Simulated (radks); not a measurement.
Results of a calculation; reference values are marked as such.
These are the eigenvalues of the occupied orbitals of an atom or ion with whole-number occupations (Ry). Code: a radial shooting solver on a logarithmic mesh with Libxc functionals. Model: Dirac Kohn-Sham, exchange-only PBE, spin-unpolarised, spherical densities, finite nucleus; Fermi nuclear charge, rms radius of each element as measured or else 0.836 A^(1/3) + 0.57 fm.

| orbital | eigenvalue |
|---|---|
| 1s1/2 | -4793.568 |
| 2s1/2 | -821.7456 |
| 2p1/2 | -785.1190 |
| 2p3/2 | -697.5163 |
| 3s1/2 | -189.4587 |
| 3p1/2 | -173.1867 |
| 3p3/2 | -154.4132 |
| 3d3/2 | -126.8170 |
| 3d5/2 | -122.7215 |
| 4s1/2 | -40.47873 |
| 4p1/2 | -33.80734 |
| 4p3/2 | -29.51134 |
| 4d3/2 | -18.53589 |
| 4d5/2 | -17.74934 |
| 5s1/2 | -7.80534 |
| 5p1/2 | -5.88853 |
| 5p3/2 | -5.28998 |
| 4f5/2 | -4.21050 |
| 4f7/2 | -4.08166 |

Which element is it, and in what charge state? The configuration may be excited. Open shells, if any, fill j = l - 1/2 first.

Answer. Z = 72, hafnium, charge +4: Hf4+ in [Xe] 4f14. The list shows which subshells hold electrons but not how many an open one holds; the 1s level, -2396.8 hartree, gives Z - s = 69.2 by -(Z - s)^2/2, which with screening and relativity narrows Z to a few neighbours, and the depths of the outer levels then fix element, charge and occupations together.
